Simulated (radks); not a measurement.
Se IV, configuration [Ar] 3d10 4s1.75 4p1.25 (fractional occupations, a model configuration).

All-electron calculation, scalar-relativistic Kohn-Sham, LDA (Slater exchange, Perdew-Wang correlation), spin-unpolarised, spherical densities, point nucleus. Program: a radial shooting solver on a logarithmic mesh with Libxc functionals.

Energy parts (hartree):
| part | energy |
|---|---|
| total | -2424.36583 |
| kinetic | 2473.13476 |
| electron-nucleus | -5806.55706 |
| Hartree | 992.58429 |
| exchange-correlation | -83.52782 |

Orbitals (lengths in bohr, moments of r in powers of bohr; r(90%) holds 90 % of the orbital's charge):
1s: occ. 2; eigenvalue (hartree) -460.1537; <r^2> 0.002623; r(90%) 0.0789; <r^4> 0.00001771; <1/r> 34.51
2s: occ. 2; eigenvalue (hartree) -60.33912; <r^2> 0.04541; r(90%) 0.303; <r^4> 0.003566; <1/r> 7.620
2p: occ. 6; eigenvalue (hartree) -53.29359; <r^2> 0.03591; r(90%) 0.280; <r^4> 0.002588; <1/r> 7.470
3s: occ. 2; eigenvalue (hartree) -9.17174; <r^2> 0.3806; r(90%) 0.858; <r^4> 0.2313; <1/r> 2.487
3p: occ. 6; eigenvalue (hartree) -6.96736; <r^2> 0.4080; r(90%) 0.903; <r^4> 0.2841; <1/r> 2.337
3d: occ. 10; eigenvalue (hartree) -3.31274; <r^2> 0.4891; r(90%) 1.04; <r^4> 0.5264; <1/r> 2.040
4s: occ. 1.75; eigenvalue (hartree) -1.83364; <r^2> 3.019; r(90%) 2.39; <r^4> 13.79; <1/r> 0.8128
4p: occ. 1.25; eigenvalue (hartree) -1.35721; <r^2> 3.981; r(90%) 2.76; <r^4> 24.51; <1/r> 0.7005
4d: occ. 0; eigenvalue (hartree) -0.72694; <r^2> 7.913; r(90%) 3.93; <r^4> 99.68; <1/r> 0.4917
5s: occ. 0; eigenvalue (hartree) -0.67429; <r^2> 14.71; r(90%) 5.15; <r^4> 305.5; <1/r> 0.3681

The highest occupied level is 4p at -36.932 eV. Summed over all electrons, <r^2> = 18.67 bohr^2, which gives a Langevin (diamagnetic) susceptibility term of -14.8 x 10^-6 cm^3/mol.
